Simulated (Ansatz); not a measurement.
Consider the ligand exchange at the In–S bond: `[NH2][In]([NH2])[SH]` + HCl → `[NH2][In]([NH2])[Cl]` + H₂S.

Computed with Ansatz on PBE0-D4/def2-TZVP structures; ΔE is electronic, products minus reactants. CCSD(T)/CBS is the MP2 limit (def2-TZVPP, def2-QZVPP) plus CCSD(T) − MP2 in def2-TZVPP, frozen cores. This one scheme is used for every species. Elements past krypton have def2 core potentials. For In outer-core shells are correlated without core-valence functions, which leaves a few kJ/mol of doubt a bond. One conformer a species, not always the lowest.

```tsv
species	CCSD(T)/CBS(def2) energy (Eh)
`[NH2][In]([NH2])[SH]`	-700.05893
HCl	-460.38127
`[NH2][In]([NH2])[Cl]`	-761.47968
H₂S	-398.97279
```

(1) Work out ΔE.

Largest T1 diagnostic among the species: 0.014.

Results:

(1) ΔE = (-761.47968) + (-398.97279) − (-700.05893) − (-460.38127) = -0.01227 Eh = -0.33 eV.

At CCSD(T), def2-SVP lies −0.06 eV from the extrapolated value and def2-TZVPP +0.01 eV. In def2-TZVPP, CCSD(T) changes the Hartree–Fock value by +0.16 eV (the triples alone add +0.02 eV) and MP2 by +0.18 eV.
